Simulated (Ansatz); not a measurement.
```yaml
crystal:
  periodic: [false, false, false]
  atoms:
    - {symbol: F, position_ang: [-1.688574, 1.723326, -0.357231]}
    - {symbol: Si, position_ang: [-0.134321, 1.329320, -0.390147]}
    - {symbol: Sb, position_ang: [0.279637, -0.536697, 1.332525]}
    - {symbol: Se, position_ang: [-0.243017, -2.361160, -0.393033]}
    - {symbol: H, position_ang: [0.193554, 0.890376, -1.769724]}
    - {symbol: H, position_ang: [0.647669, 2.543736, -0.037789]}
    - {symbol: H, position_ang: [1.948441, -0.447318, 0.948153]}
    - {symbol: H, position_ang: [-0.911191, -3.198782, 0.611346]}
basis:
  gaussian: {orbitals: ANO-RCC-VTZP}
total_charge: 1
magnetization: {spin_polarized: true, initial_magnetization: 1}
hamiltonian: {xc: {name: r2SCANh}, dispersion: d4, pseudopotentials: {relativity: scalar}}
scf: {lower_state_search: light}
```

```sh
$ ansatz run in.yaml --threads 4 --pin off --events-out ev --progress --plain --max-ram 10444MiB
```

It prints (some lines left out):

```
Functional definition: r2SCANh
  name "r2SCANh"
  cite "Bursch, Neugebauer, Ehlert & Grimme, J. Chem. Phys. 156, 134105 (2022) doi:10.1063/5.0086040"
  cite "Furness, Kaplan, Ning, Perdew & Sun, J. Phys. Chem. Lett. 11, 8208 (2020) doi:10.1021/acs.jpclett.0c02405"
  cite "Furness, Kaplan, Ning, Perdew & Sun, J. Phys. Chem. Lett. 11, 9248 (2020) doi:10.1021/acs.jpclett.0c03077"
  parent r2scan
  parameter a = 0.1
  parameter k0 = 0.174
  parameter k1 = 0.065
  parameter a1 = 4.9479
  exchange = (1 - a)*r2scan_x(k0 = k0, k1 = k1, a1 = a1) + a*exact_x
  correlation = r2scan_c
1934 factors; their error is unknown
mean field evaluation 1: about -253134.7894 eV, gradient 4.6e1 eV
mean field evaluation 2: about -252978.0979 eV, gradient 1.5e2 eV
mean field evaluation 4: about -253136.9292 eV, gradient 2.8e1 eV
mean field evaluation 8: about -253142.1078 eV, gradient 7.2e-1 eV
mean field evaluation 16: about -253142.3430 eV, gradient 1.8e-2 eV
mean field evaluation 32: about -253142.3430 eV, gradient 2.4e-5 eV
mean field -253142.34302706 eV, -9302.8095202015 hartree, gradient 1.1e-5 eV, S^2 0.757138; 3 other end points of the search recorded, 0 dependent functions left out
reference -253142.34305631 eV, -9302.8095212764 hartree; 56, 55 occupied and 175, 176 virtual orbitals, 1934 factors
Total energy: -253142.39565697 eV, -9302.8114543149 hartree
Relativity: scalar
```

Run time 15 s (4 threads of an AMD EPYC 9R45 on a shared host); peak host memory 1.7 GiB.
